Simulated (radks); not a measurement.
Problem. Species: the chromium ion Cr7+. Configuration: [Ne] 3s2 3p5. Calculated with a radial shooting solver on a logarithmic mesh with Libxc functionals: non-relativistic Kohn-Sham, PBE, spin-polarised, spherical densities, point nucleus; open shells are filled with parallel spins first. Some entries of the table are withheld. Estimate them.

| orbital | occ. | eigenvalue (hartree) | <r> (bohr) |
|---|---|---|---|
| 1s up | 1 | -219.8217 | 0.06420 |
| 1s down | 1 | -219.8026 | 0.06419 |
| 2s up | 1 | -29.65045 | (1) |
| 2s down | 1 | -29.63568 | (2) |
| 2p up | 3 | -26.02613 | 0.2604 |
| 2p down | 3 | -26.00398 | 0.2603 |
| 3s up | 1 | -7.47067 | 0.8357 |
| 3s down | 1 | -7.39554 | 0.8374 |
| 3p up | 3 | -6.40510 | (3) |
| 3p down | 2 | -6.33179 | (4) |

Solution. 
(1) 2s up <r> (bohr): 0.2954
(2) 2s down <r> (bohr): 0.2953
(3) 3p up <r> (bohr): 0.8511
(4) 3p down <r> (bohr): 0.8534
